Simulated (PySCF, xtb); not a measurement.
GeH6O2Si, SMILES [OH][GeH]([OH])[SiH3].

xtb 6.7.1 with GFN2-xTB at its own geometry gives an orbital gap of 4.53 eV and a dipole moment of 3.40 D.

Geometry optimised at TPSSh-D3(BJ)/def2-SVP. This is a generated structure with no PubChem entry under its InChIKey; it may be hypothetical. The values are those of a single conformer.

Q: What does B3LYP/def2-TZVP run with PySCF give? (The exact figures need the calculation; the answer reports its results.)

A: gap 7.44 eV (levels -7.91 and -0.47 eV), dipole 0.37 D.
